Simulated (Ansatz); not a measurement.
`O[Si]1(F)C[SiH2]1` + `O[SiH]([SiH3])S` → `O[Si]1(S)C[SiH2]1` + `O[SiH](F)[SiH3]`  (redistribution)

Gas-phase electronic energies from Ansatz, PBE0-D4/def2-TZVP geometries. CCSD(T)/CBS adds triple-zeta CCSD(T) − MP2 to the extrapolated MP2 energy (def2 sets, frozen cores). Functionals use def2-TZVPP. B3LYP here is the variant with VWN-RPA as its local correlation; programs differ in this. Each species was taken in one conformer, which may not be the lowest.

`O[Si]1(F)C[SiH2]1`:

Cartesian coordinates in Å:
```
O -1.673 -1.402 -0.484
Si -0.194 -0.729 -0.588
F 0.530 -1.188 -1.934
C 0.042 1.059 -0.166
Si 0.942 -0.013 1.188
H -2.318 -1.191 -1.163
H -0.814 1.634 0.186
H 0.697 1.669 -0.788
H 0.366 0.058 2.552
H 2.421 0.105 1.198
```

`O[SiH]([SiH3])S`:

Z-matrix (Å, degrees):
```
Si
Si 1 2.335
S 1 2.148 2 108.2
O 1 1.647 2 106.3 3 121.4
H 1 1.489 2 113.2 3 -116.3
H 2 1.487 1 108.9 3 69.0
H 2 1.487 1 109.5 3 -50.2
H 2 1.487 1 111.0 3 -170.8
H 3 1.343 1 94.5 2 -141.6
H 4 0.959 1 117.6 2 -165.9
```

`O[Si]1(S)C[SiH2]1`:

Z-matrix (Å, degrees):
```
Si
S 1 2.123
C 1 1.860 2 118.0
O 1 1.642 2 114.6 3 -137.1
Si 1 2.242 2 117.2 3 63.0
H 2 1.347 1 95.1 3 74.7
H 3 1.090 1 116.9 2 -145.8
H 3 1.088 1 118.6 2 -7.2
H 4 0.960 1 116.5 2 -56.8
H 5 1.483 1 122.2 2 156.2
H 5 1.483 1 123.6 2 -7.0
```

`O[SiH](F)[SiH3]`:

```xyz
9

O     0.157   -1.333    1.363
Si   -0.722   -0.387    0.358
F    -1.669    0.590    1.207
Si    0.800    0.890   -0.875
H    -0.287   -2.033    1.846
H    -1.652   -1.214   -0.457
H     0.061    1.829   -1.760
H     1.633   -0.008   -1.718
H     1.680    1.666    0.037
```

```
             level  ΔE (kcal/mol)  difference from CCSD(T)/CBS
           PBE0-D4           -3.3                         -0.1
          B3LYP-D4           -3.3                         -0.1
           ωB97M-V           -3.1                          0.1
            B2PLYP           -3.4                         -0.2
               PBE           -3.3                         -0.1
            r2SCAN           -3.4                         -0.2
              PBE0           -3.2                          0.0
             B3LYP           -3.2                          0.0
     HF/def2-TZVPP           -2.8                          0.4
    MP2/def2-TZVPP           -3.9                         -0.7
   CCSD/def2-TZVPP           -3.2                          0.0
CCSD(T)/def2-TZVPP           -3.4                         -0.2
     HF/def2-QZVPP           -2.8                          0.4
    MP2/def2-QZVPP           -3.8                         -0.6
      HF/CBS(def2)           -2.8                          0.4
    CCSD/CBS(def2)           -3.0                          0.2
       CCSD(T)/CBS           -3.2                            0
```

Largest T1 diagnostic among the species: 0.013.
